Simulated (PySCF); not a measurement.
## Simulated characterisation data

[PySCF 2.14.0 with density-fitted response routines: geometry from GFN2-xTB; B3LYP/pcJ-1 coupling constants (spin–dipole term left out of most H,H and C,H couplings); shielding tensors at PBE0/pcSseg-1 (GIAO); one averaged value for each set of equivalent atoms; one conformer; in vacuum; relativity neglected]

δ = σ(ref) − σ, references computed at the same level: 1H (σ = 31.72 ppm), 13C (σ = 186.93 ppm) against TMS. Multiplet labels drop J under 1 Hz and among equivalent protons, and merge close values. Unscaled 3J(H,H) run several per cent high. Splittings of carbon signals by F and P are missing where no couplings were computed. Where no couplings were computed, multiplicities follow the n + 1 count of equivalent neighbours, and m marks all less simple cases (inequivalent or close neighbours, rings, F or P nearby). Shifts are as computed. Against solution values, carbons near 30 ppm lie about +3 ppm off and those near 130 ppm about +5 ppm. Of 1211 compounds with measured shifts, 218 miss one by over three times the rms of a fit or turn the order of signals round; such compounds aren't used in these exercises.

Compound 1 (C₄H₆O). 1H NMR (500 MHz, computed): δ 6.27 (q, J = 3.2 Hz, 1H), 4.95 (q, J = 3.3 Hz, 1H), 4.51 (m, 2H), 2.87 (m, 2H). 13C{1H} NMR (computed): δ 154.4 (CH), 101.8 (CH), 70.8 (CH2), 33.7 (CH2). Structure: 2,3-dihydrofuran (C1=COCC1).

Compound 2 (C₇H₈F₄). 1H NMR (500 MHz, computed): δ 5.93 (m, 1H), 5.24 (m, 1H), 4.80 (m, 1H), 3.35 (m, 2H), 2.03 (s, 3H). 13C{1H} NMR (computed): δ 175.7, 139.1, 135.4, 131.1, 101.0, 40.0, 25.3. Structure: SMILES C=C(F)/C(C)=C\CC(F)(F)F.
